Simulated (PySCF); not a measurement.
## A small calculation by hand: refractive index and permittivity of the vapour

CH5MoNO2, SMILES [CH3][Mo]([NH2])(=[O])=[O], multiplicity 1.

The structure is a stationary point at B3LYP-D3(BJ)/def2-SVP. The multiplicity is an assumed one; no other spin state was optimised. The structure was generated by enumeration; whether it is a known compound was not checked. The def2 effective core potentials stand for the cores of Mo; spin–orbit coupling is left out. Other conformers were not sampled.

PBE/def2-TZVP in PySCF gives a mean static polarisability of 66.7 bohr³ and a dipole moment of 3.91 D. Take an ideal gas at 298.15 K and 0.1 bar, whether or not the substance is that volatile.

Problem. Work out n − 1 in the optical limit and the static ε − 1.

Solution. 
Polarisability volume α' = 66.7 × 0.148185 = 9.88 Å³. Number density N = p/kT = 2.43e-6 Å⁻³.
Dilute limit of Lorentz–Lorenz: n − 1 = 2π N α' = 0.00015.
Orientation term of Debye: μ²/(3kT) = 8.098 Å³ × μ²(D²) = 123.80 Å³.
ε − 1 = 4π N (α' + μ²/3kT) = 0.0041. Orientation of the dipole supplies 93 % of the static response; it can't follow optical fields. Vibrational polarisation and dispersion are left out.
